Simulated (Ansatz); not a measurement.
Ansatz (a first-principles code) input (B3LYP-D3(BJ)/def2-TZVP):

Ansatz 0.2 input:
```yaml
crystal:
  periodic: [false, false, false]
  atoms:
    - {symbol: Cl, position_ang: [-0.00000000, -0.00000000, -2.25495647]}
    - {symbol: I, position_ang: [0.00000000, 0.00000000, 0.72328792]}
basis:
  gaussian:
    orbitals: def2-TZVP
hamiltonian:
  xc: b3lyp
  dispersion: d3bj
total_charge: -1
magnetization: {spin_polarized: true, initial_magnetization: 1}
phonons: {temperatures: {t_min: 298.15, t_max: 298.15, t_step: 100}}
```

Output:

```
Functional definition: B3LYP
integrals: 0.02 GiB planned
674 factors; their error is unknown
mean field: 0.32 GiB planned
mean field evaluation 1: about -20628.7877 eV, gradient 1.2e1 eV
mean field evaluation 2: about -20628.6819 eV, gradient 1.4e1 eV
mean field evaluation 4: about -20629.3254 eV, gradient 7.1e-1 eV
mean field evaluation 8: about -20629.5902 eV, gradient 8.6e-2 eV
mean field evaluation 16: about -20629.5902 eV, gradient 1.3e-5 eV
mean field -20629.59020741 eV, -758.1234568839 hartree, gradient 1.3e-5 eV, S^2 0.752947; 1 other end points of the search recorded, 0 dependent functions left out
the calculation of the forces begins
reference -20629.59038458 eV, -758.1234633948 hartree; 22, 21 occupied and 65, 66 virtual orbitals, 674 factors
these checks for a lower state are left out or cut short: stability, starts, cluster_reference, orbital_swaps, neighbouring_geometries, increment
integrals: 0.02 GiB planned
674 factors; their error is unknown
mean field: 0.32 GiB planned
mean field -20629.59020743 eV, -758.1234568846 hartree, gradient 9.7e-7 eV, S^2 0.752947; 0 other end points of the search recorded, 0 dependent functions left out
the calculation of the forces begins
reference -20629.59038460 eV, -758.1234633955 hartree; 22, 21 occupied and 65, 66 virtual orbitals, 674 factors
these checks for a lower state are left out or cut short: stability, starts, cluster_reference, orbital_swaps, neighbouring_geometries, increment
integrals: 0.02 GiB planned
674 factors; their error is unknown
mean field: 0.32 GiB planned
mean field evaluation 32: about -20629.5902 eV, gradient 2.4e-4 eV
mean field -20629.59020743 eV, -758.1234568846 hartree, gradient 9.6e-7 eV, S^2 0.752947; 0 other end points of the search recorded, 0 dependent functions left out
the calculation of the forces begins
reference -20629.59038460 eV, -758.1234633955 hartree; 22, 21 occupied and 65, 66 virtual orbitals, 674 factors
these checks for a lower state are left out or cut short: stability, starts, cluster_reference, orbital_swaps, neighbouring_geometries, increment
integrals: 0.02 GiB planned
674 factors; their error is unknown
mean field: 0.32 GiB planned
mean field -20629.59020743 eV, -758.1234568846 hartree, gradient 9.7e-7 eV, S^2 0.752947; 0 other end points of the search recorded, 0 dependent functions left out
the calculation of the forces begins
reference -20629.59038460 eV, -758.1234633955 hartree; 22, 21 occupied and 65, 66 virtual orbitals, 674 factors
these checks for a lower state are left out or cut short: stability, starts, cluster_reference, orbital_swaps, neighbouring_geometries, increment
integrals: 0.02 GiB planned
674 factors; their error is unknown
mean field: 0.32 GiB planned
mean field -20629.59020743 eV, -758.1234568846 hartree, gradient 9.6e-7 eV, S^2 0.752947; 0 other end points of the search recorded, 0 dependent functions left out
the calculation of the forces begins
reference -20629.59038460 eV, -758.1234633955 hartree; 22, 21 occupied and 65, 66 virtual orbitals, 674 factors
these checks for a lower state are left out or cut short: stability, starts, cluster_reference, orbital_swaps, neighbouring_geometries, increment
integrals: 0.02 GiB planned
674 factors; their error is unknown
mean field: 0.32 GiB planned
mean field -20629.59015600 eV, -758.1234549944 hartree, gradient 9.1e-7 eV, S^2 0.752944; 0 other end points of the search recorded, 0 dependent functions left out
the calculation of the forces begins
reference -20629.59033310 eV, -758.1234615030 hartree; 22, 21 occupied and 65, 66 virtual orbitals, 674 factors
these checks for a lower state are left out or cut short: stability, starts, cluster_reference, orbital_swaps, neighbouring_geometries, increment
integrals: 0.02 GiB planned
674 factors; their error is unknown
mean field: 0.32 GiB planned
mean field evaluation 64: about -20629.5902 eV, gradient 2.4e-4 eV
mean field -20629.59024385 eV, -758.1234582229 hartree, gradient 9.1e-7 eV, S^2 0.752950; 0 other end points of the search recorded, 0 dependent functions left out
the calculation of the forces begins
reference -20629.59042108 eV, -758.1234647361 hartree; 22, 21 occupied and 65, 66 virtual orbitals, 674 factors
these checks for a lower state are left out or cut short: stability, starts, cluster_reference, orbital_swaps, neighbouring_geometries, increment
integrals: 0.02 GiB planned
674 factors; their error is unknown
mean field: 0.32 GiB planned
mean field -20629.59020743 eV, -758.1234568846 hartree, gradient 9.6e-7 eV, S^2 0.752947; 0 other end points of the search recorded, 0 dependent functions left out
the calculation of the forces begins
reference -20629.59038460 eV, -758.1234633955 hartree; 22, 21 occupied and 65, 66 virtual orbitals, 674 factors
these checks for a lower state are left out or cut short: stability, starts, cluster_reference, orbital_swaps, neighbouring_geometries, increment
integrals: 0.02 GiB planned
674 factors; their error is unknown
mean field: 0.32 GiB planned
mean field -20629.59020743 eV, -758.1234568846 hartree, gradient 9.7e-7 eV, S^2 0.752947; 0 other end points of the search recorded, 0 dependent functions left out
the calculation of the forces begins
reference -20629.59038460 eV, -758.1234633955 hartree; 22, 21 occupied and 65, 66 virtual orbitals, 674 factors
these checks for a lower state are left out or cut short: stability, starts, cluster_reference, orbital_swaps, neighbouring_geometries, increment
integrals: 0.02 GiB planned
674 factors; their error is unknown
mean field: 0.32 GiB planned
mean field -20629.59020743 eV, -758.1234568846 hartree, gradient 9.6e-7 eV, S^2 0.752947; 0 other end points of the search recorded, 0 dependent functions left out
the calculation of the forces begins
reference -20629.59038460 eV, -758.1234633955 hartree; 22, 21 occupied and 65, 66 virtual orbitals, 674 factors
these checks for a lower state are left out or cut short: stability, starts, cluster_reference, orbital_swaps, neighbouring_geometries, increment
integrals: 0.02 GiB planned
674 factors; their error is unknown
mean field: 0.32 GiB planned
mean field evaluation 96: about -20629.5902 eV, gradient 2.4e-4 eV
mean field -20629.59020743 eV, -758.1234568846 hartree, gradient 9.7e-7 eV, S^2 0.752947; 0 other end points of the search recorded, 0 dependent functions left out
the calculation of the forces begins
reference -20629.59038460 eV, -758.1234633955 hartree; 22, 21 occupied and 65, 66 virtual orbitals, 674 factors
these checks for a lower state are left out or cut short: stability, starts, cluster_reference, orbital_swaps, neighbouring_geometries, increment
integrals: 0.02 GiB planned
674 factors; their error is unknown
mean field: 0.32 GiB planned
mean field -20629.59024385 eV, -758.1234582229 hartree, gradient 9.1e-7 eV, S^2 0.752950; 0 other end points of the search recorded, 0 dependent functions left out
the calculation of the forces begins
reference -20629.59042108 eV, -758.1234647361 hartree; 22, 21 occupied and 65, 66 virtual orbitals, 674 factors
these checks for a lower state are left out or cut short: stability, starts, cluster_reference, orbital_swaps, neighbouring_geometries, increment
integrals: 0.02 GiB planned
674 factors; their error is unknown
mean field: 0.32 GiB planned
mean field -20629.59015600 eV, -758.1234549944 hartree, gradient 9.1e-7 eV, S^2 0.752944; 0 other end points of the search recorded, 0 dependent functions left out
the calculation of the forces begins
reference -20629.59033310 eV, -758.1234615030 hartree; 22, 21 occupied and 65, 66 virtual orbitals, 674 factors
Total energy: -20629.66448352 eV, -758.1261864807 hartree
Atom 0 at    -0.000000    -0.000000    -2.254956 Å, force    -0.000000     0.000000     0.000854 eV/Å
Atom 1 at     0.000000     0.000000     0.723288 Å, force     0.000000    -0.000000    -0.000854 eV/Å
Dipole moment:    -0.000000     0.000000     0.767032 e Å
Vibrations: 154.32 cm⁻¹, zero-point energy 0.009566 eV
```
